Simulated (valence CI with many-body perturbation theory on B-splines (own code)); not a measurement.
**E1 transitions of Lu LXV**

Level of theory: valence CI with perturbative core correlation (CI+MBPT): five valence electrons over a frozen Dirac-Fock core [He], a basis of 9 s, 9 p, 8 d, 6 f, 3 g, 1 h functions for each j, with the one-electron correlation potential Σ1, the two-electron term Σ2, the three-electron term Σ3, Breit, model QED; selected CI, second order for the rest (own B-spline code, finite nucleus).

The last digits are not significant, and no measured levels were compared; by estimate large intervals hold to a few tenths of a per cent, small ones and those within an open d or f shell to about a per cent. Among the levels kept, up to 1200 cm⁻¹ of a level comes from second order outside the variational space, and about a tenth of that is noise between levels of different J, which matters for small intervals.

Lines 151 to 200 of 256 in falling wavelength, among levels below 10195 eV, chosen from the strongest by gf and those to the six lowest levels. Wavelengths and rates use the calculated energies. Electric multipoles are in the length gauge, E1 and E2 with the static RPA response of the core. Weak lines are less certain than strong ones. Lines between different terms over intervals too small for the method are left out, as are lines whose strength nearly cancels. The highest levels of a list are the least certain.

Levels are named by their leading jj configuration (3d3/2^4 stands for four electrons in 3d with j = 3/2), which in mixed levels can hold well under half, so a name can repeat and another be missing. Letters in brackets count levels of one name in rising energy.

| λ vac (nm) | Upper | Lower | A (s⁻¹) | S (a.u.) with core polarisation | S without |
| --- | --- | --- | --- | --- | --- |
| 0.1528 | (2s^2 2p1/2 2p3/2 3s) J=3/2 [a] | (2s^2 2p1/2 2p3/2^2) J=3/2 | 7.71e+13 | 5.43e-04 | 5.42e-04 |
| 0.1528 | (2s^2 2p1/2 2p3/2 3s) J=3/2 [b] | (2s^2 2p1/2 2p3/2^2) J=5/2 | 1.31e+14 | 9.26e-04 | 9.24e-04 |
| 0.1526 | (2s^2 2p1/2 2p3/2 3s) J=1/2 | (2s^2 2p1/2 2p3/2^2) J=3/2 | 1.54e+14 | 5.42e-04 | 5.41e-04 |
| 0.1525 | (2s^2 2p1/2 2p3/2 3s) J=5/2 | (2s^2 2p1/2 2p3/2^2) J=3/2 | 6.15e+12 | 6.45e-05 | 6.44e-05 |
| 0.1524 | (2s^2 2p1/2 2p3/2 3p3/2) J=1/2 [a] | (2s 2p1/2^2 2p3/2^2) J=1/2 | 3.47e+12 | 1.21e-05 | 1.21e-05 |
| 0.1523 | (2s^2 2p1/2 2p3/2 3s) J=3/2 [b] | (2s^2 2p1/2 2p3/2^2) J=3/2 | 2.45e+13 | 1.71e-04 | 1.71e-04 |
| 0.1523 | (2s^2 2p1/2 2p3/2 3p3/2) J=3/2 [a] | (2s 2p1/2^2 2p3/2^2) J=1/2 | 5.02e+10 | 3.50e-07 | 3.51e-07 |
| 0.1518 | (2s^2 2p1/2 2p3/2 3p3/2) J=3/2 [b] | (2s 2p1/2^2 2p3/2^2) J=1/2 | 6.51e+11 | 4.50e-06 | 4.50e-06 |
| 0.1517 | (2s 2p1/2^2 2p3/2 3s) J=3/2 [b] | (2s 2p1/2^2 2p3/2^2) J=5/2 | 1.35e+13 | 9.28e-05 | 9.26e-05 |
| 0.1513 | (2s^2 2p1/2 2p3/2 3p3/2) J=1/2 [b] | (2s 2p1/2^2 2p3/2^2) J=1/2 | 4.60e+10 | 1.57e-07 | 1.56e-07 |
| 0.1506 | (2s^2 2p1/2 2p3/2 3p3/2) J=5/2 [a] | (2s 2p1/2^2 2p3/2^2) J=5/2 | 1.64e+12 | 1.66e-05 | 1.66e-05 |
| 0.1505 | (2s^2 2p1/2 2p3/2 3p3/2) J=3/2 [a] | (2s 2p1/2^2 2p3/2^2) J=5/2 | 3.77e+11 | 2.53e-06 | 2.53e-06 |
| 0.1504 | (2s^2 2p1/2 2p3/2 3p3/2) J=7/2 | (2s 2p1/2^2 2p3/2^2) J=5/2 | 1.78e+10 | 2.39e-07 | 2.40e-07 |
| 0.1500 | (2s^2 2p1/2 2p3/2 3p3/2) J=3/2 [b] | (2s 2p1/2^2 2p3/2^2) J=5/2 | 1.66e+12 | 1.11e-05 | 1.11e-05 |
| 0.1499 | (2s^2 2p1/2 2p3/2 3p3/2) J=5/2 [b] | (2s 2p1/2^2 2p3/2^2) J=5/2 | 1.82e+10 | 1.82e-07 | 1.82e-07 |
| 0.1470 | (2s 2p1/2^2 2p3/2 3p1/2) J=3/2 [a] | (2s^2 2p1/2 2p3/2^2) J=1/2 | 1.01e+11 | 6.35e-07 | 6.35e-07 |
| 0.1462 | (2s 2p1/2^2 2p3/2 3p1/2) J=3/2 [a] | (2s^2 2p1/2 2p3/2^2) J=5/2 | 2.61e+10 | 1.61e-07 | 1.60e-07 |
| 0.1462 | (2s 2p1/2^2 2p3/2 3p1/2) J=5/2 | (2s^2 2p1/2 2p3/2^2) J=5/2 | 9.20e+10 | 8.51e-07 | 8.50e-07 |
| 0.1458 | (2s 2p1/2^2 2p3/2 3p1/2) J=3/2 [a] | (2s^2 2p1/2 2p3/2^2) J=3/2 | 1.11e+12 | 6.80e-06 | 6.80e-06 |
| 0.1456 | (2s 2p1/2^2 2p3/2 3p1/2) J=1/2 | (2s^2 2p1/2 2p3/2^2) J=1/2 | 5.79e+11 | 1.77e-06 | 1.77e-06 |
| 0.1456 | (2s 2p1/2^2 2p3/2 3p1/2) J=3/2 [b] | (2s^2 2p1/2 2p3/2^2) J=1/2 | 9.09e+10 | 5.54e-07 | 5.53e-07 |
| 0.1456 | (2s 2p1/2^2 2p3/2 3d3/2) J=3/2 [a] | (2s 2p1/2^2 2p3/2^2) J=1/2 | 6.90e+13 | 4.20e-04 | 4.20e-04 |
| 0.1455 | (2s 2p1/2^2 2p3/2 3d3/2) J=1/2 [a] | (2s 2p1/2^2 2p3/2^2) J=3/2 | 7.80e+13 | 2.37e-04 | 2.37e-04 |
| 0.1455 | (2s 2p1/2^2 2p3/2 3d3/2) J=1/2 [a] | (2s 2p1/2^2 2p3/2^2) J=1/2 | 3.59e+13 | 1.09e-04 | 1.09e-04 |
| 0.1447 | (2s 2p1/2^2 2p3/2 3p1/2) J=3/2 [b] | (2s^2 2p1/2 2p3/2^2) J=5/2 | 1.05e+12 | 6.31e-06 | 6.31e-06 |
| 0.1445 | (2s^2 2p1/2 2p3/2 3d3/2) J=3/2 [a] | (2s^2 2p1/2 2p3/2^2) J=1/2 | 4.72e+13 | 2.81e-04 | 2.81e-04 |
| 0.1444 | (2s^2 2p1/2 2p3/2 3d3/2) J=1/2 [a] | (2s^2 2p1/2 2p3/2^2) J=1/2 | 6.09e+13 | 1.81e-04 | 1.81e-04 |
| 0.1444 | (2s 2p1/2^2 2p3/2 3p1/2) J=1/2 | (2s^2 2p1/2 2p3/2^2) J=3/2 | 1.48e+11 | 4.40e-07 | 4.42e-07 |
| 0.1440 | (2s 2p1/2^2 2p3/2 3d3/2) J=1/2 [b] | (2s 2p1/2^2 2p3/2^2) J=3/2 | 9.49e+13 | 2.80e-04 | 2.80e-04 |
| 0.1440 | (2s 2p1/2^2 2p3/2 3d3/2) J=1/2 [b] | (2s 2p1/2^2 2p3/2^2) J=1/2 | 2.09e+14 | 6.17e-04 | 6.17e-04 |
| 0.1439 | (2s 2p1/2^2 2p3/2 3d3/2) J=5/2 [a] | (2s 2p1/2^2 2p3/2^2) J=5/2 | 1.10e+14 | 9.72e-04 | 9.73e-04 |
| 0.1439 | (2s 2p1/2^2 2p3/2 3d3/2) J=3/2 [a] | (2s 2p1/2^2 2p3/2^2) J=5/2 | 1.95e+14 | 1.15e-03 | 1.15e-03 |
| 0.1439 | (2s 2p1/2^2 2p3/2 3d5/2) J=5/2 | (2s 2p1/2^2 2p3/2^2) J=3/2 | 1.37e+14 | 1.21e-03 | 1.21e-03 |
| 0.1438 | (2s^2 2p1/2 2p3/2 3d3/2) J=3/2 [b] | (2s^2 2p1/2 2p3/2^2) J=1/2 | 6.25e+13 | 3.67e-04 | 3.67e-04 |
| 0.1438 | (2s 2p1/2^2 2p3/2 3d3/2) J=7/2 | (2s 2p1/2^2 2p3/2^2) J=5/2 | 1.08e+13 | 1.27e-04 | 1.27e-04 |
| 0.1437 | (2s^2 2p1/2 2p3/2 3d3/2) J=1/2 [b] | (2s^2 2p1/2 2p3/2^2) J=1/2 | 4.84e+13 | 1.42e-04 | 1.42e-04 |
| 0.1437 | (2s^2 2p1/2 2p3/2 3d3/2) J=3/2 [a] | (2s^2 2p1/2 2p3/2^2) J=5/2 | 4.45e+13 | 2.60e-04 | 2.60e-04 |
| 0.1436 | (2s^2 2p1/2 2p3/2 3d3/2) J=5/2 [a] | (2s^2 2p1/2 2p3/2^2) J=5/2 | 8.97e+13 | 7.87e-04 | 7.88e-04 |
| 0.1436 | (2s^2 2p1/2^2 3d3/2) J=3/2 | (2s^2 2p1/2^2 2p3/2) J=3/2 | 2.17e+14 | 1.27e-03 | 1.27e-03 |
| 0.1434 | (2s^2 2p1/2 2p3/2 3d3/2) J=7/2 | (2s^2 2p1/2 2p3/2^2) J=5/2 | 2.18e+13 | 2.53e-04 | 2.53e-04 |
| 0.1433 | (2s^2 2p1/2 2p3/2 3d3/2) J=3/2 [a] | (2s^2 2p1/2 2p3/2^2) J=3/2 | 1.16e+14 | 6.75e-04 | 6.75e-04 |
| 0.1433 | (2s^2 2p1/2 2p3/2 3d3/2) J=5/2 [a] | (2s^2 2p1/2 2p3/2^2) J=3/2 | 1.40e+11 | 1.22e-06 | 1.22e-06 |
| 0.1432 | (2s^2 2p1/2 2p3/2 3d3/2) J=1/2 [a] | (2s^2 2p1/2 2p3/2^2) J=3/2 | 1.21e+14 | 3.52e-04 | 3.52e-04 |
| 0.1431 | (2s^2 2p1/2 2p3/2 3d3/2) J=5/2 [b] | (2s^2 2p1/2 2p3/2^2) J=5/2 | 1.94e+13 | 1.68e-04 | 1.68e-04 |
| 0.1430 | (2s^2 2p1/2 2p3/2 3d3/2) J=3/2 [b] | (2s^2 2p1/2 2p3/2^2) J=5/2 | 1.69e+14 | 9.76e-04 | 9.77e-04 |
| 0.1428 | (2s^2 2p1/2 2p3/2 3d5/2) J=3/2 [a] | (2s^2 2p1/2 2p3/2^2) J=1/2 | 7.72e+13 | 4.44e-04 | 4.44e-04 |
| 0.1427 | (2s^2 2p1/2 2p3/2 3d3/2) J=5/2 [b] | (2s^2 2p1/2 2p3/2^2) J=3/2 | 1.45e+13 | 1.25e-04 | 1.25e-04 |
| 0.1426 | (2s^2 2p1/2 2p3/2 3d3/2) J=3/2 [b] | (2s^2 2p1/2 2p3/2^2) J=3/2 | 2.83e+12 | 1.62e-05 | 1.62e-05 |
| 0.1426 | (2s 2p1/2^2 2p3/2 3d3/2) J=3/2 [b] | (2s 2p1/2^2 2p3/2^2) J=5/2 | 9.08e+13 | 5.20e-04 | 5.20e-04 |
| 0.1425 | (2s^2 2p1/2 2p3/2 3d3/2) J=1/2 [b] | (2s^2 2p1/2 2p3/2^2) J=3/2 | 1.22e+14 | 3.48e-04 | 3.48e-04 |
